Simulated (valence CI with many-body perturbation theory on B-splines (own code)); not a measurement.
# Level structure of Te²⁺

Level of theory: relativistic CI+MBPT: four valence electrons over a frozen Dirac-Fock core [Kr] 4d10, a basis of 9 s, 9 p, 8 d, 6 f, 3 g, 1 h functions for each j, with the one-electron correlation potential Σ1 (screened to all orders), the two-electron term Σ2, the three-electron term Σ3, Breit, model QED; selected single and double excitations, second order for the rest, scaled by the run's own slope (own B-spline code, finite nucleus).

Set against measurement, 27 paired levels are off by 167 cm⁻¹ on average, the worst by 394. These come from a selection out of Zhang, Palmeri, Quinet and Biemont, Astron. Astrophys. 551, A136 (2013). Levels without a partner in it may be off by more. Among the levels kept, up to 330 cm⁻¹ of a level comes from second order outside the variational space, and about a tenth of that is noise between levels of different J, which matters for small intervals. 5 measured levels below the end of the list, from 114216 cm⁻¹ on, found no clear computed partner, and computed levels of the same name lie up to 1999 cm⁻¹ from them.

Levels 1 to 34 of 34, with energies above the lowest level, 5s2 5p2 3P_0. "Leading %" is the weight of the configuration and term that name the level; weights of strongly mixed levels are sums over their largest components and can fall short, so below about 35 % the name and the second component can differ from the true leading terms, or belong to a minority configuration. Lifetimes count E1, E2, E3, M1 and M2 decay at the calculated energies, and are blank where another channel may lead or the interval is too uncertain; long ones can be off by a factor of two.

```
No.  Configuration  Term  J  E (eV)  Leading %  Lifetime    Second component      g
  1        5s2 5p2    3P  0   0.000         90                6 % 5s2 5p2 1S       
  2        5s2 5p2    3P  1   0.590         96    553 ms                      1.501
  3        5s2 5p2    3P  2   1.012         75    2.34 s     21 % 5s2 5p2 1D  1.389
  4        5s2 5p2    1D  2   2.149         74   86.6 ms     21 % 5s2 5p2 3P  1.112
  5        5s2 5p2    1S  0   3.765         88   15.1 ms      6 % 5s2 5p2 3P       
  6         5s 5p3   5S°  2   7.962         95    223 ns                      1.986
  7         5s 5p3   3D°  1  10.242         74   10.9 ns  13 % 5s2 5p 5d 3D°  0.575
  8         5s 5p3   3D°  2  10.281         72   17.3 ns  12 % 5s2 5p 5d 3D°  1.206
  9         5s 5p3   3D°  3  10.530         82   23.3 ns  14 % 5s2 5p 5d 3D°  1.333
 10         5s 5p3   3P°  2  11.760         29   16.4 ns  28 % 5s2 5p 5d 1D°  1.212
 11         5s 5p3   3P°  0  11.878         81   5.39 ns  14 % 5s2 5p 5d 3P°       
 12         5s 5p3   3P°  1  11.944         74   4.18 ns  14 % 5s2 5p 5d 3P°  1.440
 13         5s 5p3   3P°  2  12.434         35   13.8 ns  27 % 5s2 5p 5d 1D°  1.194
 14      5s2 5p 5d   3F°  2  12.978         76   4.44 ns   8 % 5s2 5p 5d 1D°  0.747
 15      5s2 5p 5d   3F°  3  13.179         89   2.37 ns                      1.090
 16      5s2 5p 6s   3P°  0  13.347         94    400 ps                           
 17      5s2 5p 6s   3P°  1  13.383         66    447 ps  25 % 5s2 5p 6s 1P°  1.349
 18      5s2 5p 5d   3F°  4  13.802         94    226 ms                      1.250
 19      5s2 5p 5d   1P°  1  14.190         24    211 ps  19 % 5s2 5p 5d 3D°  1.002
 20      5s2 5p 6s   3P°  2  14.330         38    129 ps  25 % 5s2 5p 5d 3P°  1.402
 21         5s 5p3   3S°  1  14.409         42    140 ps     19 % 5s 5p3 1P°  1.409
 22      5s2 5p 6s   3P°  2  14.507         56    524 ps  16 % 5s2 5p 5d 3P°  1.422
 23      5s2 5p 6s   1P°  1  14.646         33    146 ps     23 % 5s 5p3 3S°  1.175
 24      5s2 5p 5d   3D°  3  15.026         70    116 ps     11 % 5s 5p3 3D°  1.291
 25      5s2 5p 5d   3P°  1  15.171         35    144 ps  20 % 5s2 5p 5d 3D°  1.166
 26      5s2 5p 5d   3P°  0  15.215         80    157 ps     14 % 5s 5p3 3P°       
 27      5s2 5p 5d   3D°  2  15.224         43    120 ps  24 % 5s2 5p 5d 3P°  1.246
 28      5s2 5p 5d   3P°  1  15.504         25    141 ps     20 % 5s 5p3 3S°  1.375
 29         5s 5p3   1D°  2  15.817         47    117 ps  28 % 5s2 5p 5d 1D°  1.089
 30      5s2 5p 5d   1F°  3  15.825         82    118 ps   9 % 5s2 5p 5d 3D°  1.037
 31      5s2 5p 6p    3D  1  15.942         60   3.70 ns   32 % 5s2 5p 6p 1P  0.707
 32      5s2 5p 6p    3P  1  16.377         41   2.88 ns   19 % 5s2 5p 6p 1P  1.297
 33      5s2 5p 6p    3D  2  16.404         67   3.06 ns   14 % 5s2 5p 6p 1D  1.188
 34      5s2 5p 6p    3P  0  16.405         83   3.08 ns   11 % 5s2 5p 6p 1S
```

Names give the largest LS component (configuration and term), which can be under half, so a name can repeat, a term be missing and a line seem to break the LS rules; names also repeat where a configuration has a term twice.

The ionisation energy to 5s2 5p 2P°_1/2 of the next ion comes out as 27.797 eV (NIST: 27.84 ± 0.04 eV (measured)). All 34 levels together are meant to be complete up to 16.578 eV.
